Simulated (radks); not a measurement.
Spin polarisation of the 2p4 shell in Ne2+. Start: [He] 2s2 2p(up 2, down 2); electrons of 2p are moved from spin down to spin up, other shells keep equal spins. Method: scalar-relativistic Kohn-Sham, PBEsol, spin-polarised, spherical densities, point nucleus; computed with a radial shooting solver on a logarithmic mesh with Libxc functionals.

moment (Bohr magnetons)  E - E(0) (eV)  e(2p up) (eV)  e(2p down) (eV)  2s down minus up (eV)  1s down minus up (eV)
0                                0.000        -54.698          -54.698                 0.000                 0.000
0.5                             -0.151        -55.275          -54.069                  1.137                  0.528
1                               -0.604        -55.802          -53.383                  2.282                  1.056
1.5                             -1.361        -56.281          -52.637                  3.441                  1.585
2                               -2.427        -56.712          -51.825                  4.622                  2.114

At moment 2 the spin-polarisation energy is -2.427 eV and the 2p exchange splitting 4.886 eV, that is 2.443 eV per Bohr magneton; E = -I m^2/4 would give I = 2.427 eV.
